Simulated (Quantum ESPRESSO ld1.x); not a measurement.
Q: Species: the zirconium ion Zr2+. Configuration: [Kr] 4d2. Method: scalar-relativistic Kohn-Sham, LDA (Slater exchange, Perdew-Wang correlation), spin-polarised, spherical densities, point nucleus; open shells are filled with parallel spins first; computed with ld1.x of Quantum ESPRESSO 7.5. Some entries of the table are withheld. Estimate them.

orbital  occ.  eigenvalue (eV)  <1/r> (bohr^-1)  <r^2> (bohr^2)
1s down     1       -17813.845            41.21        0.001857
1s up       1       -17813.840            41.21        0.001857
2s up       1        -2481.463            9.237         0.03124
2s down     1        -2481.297            9.238         0.03124
2p up       3        -2216.206            9.008         0.02458
2p down     3        -2216.080            9.008         0.02458
3s up       1         -418.288            3.135          0.2421
3s down     1         -418.168            3.135          0.2420
3p up       3         -331.894            2.979          0.2497
3p down     3         -331.764            2.979          0.2496
3d up       5         -189.615            2.739          0.2482
3d down     5         -189.436            2.740          0.2480
4s up       1          -69.527            1.119           1.669
4s down     1          -68.506            1.124           1.656
4p up       3          -47.536           0.9802           2.139
4p down     3          -46.382           0.9859           2.120
4d up       2          -18.059           0.6580             (1)
4d down     0          -16.727           0.6571             (2)

A: 
(1) 4d up <r^2> (bohr^2): 4.745
(2) 4d down <r^2> (bohr^2): 4.847
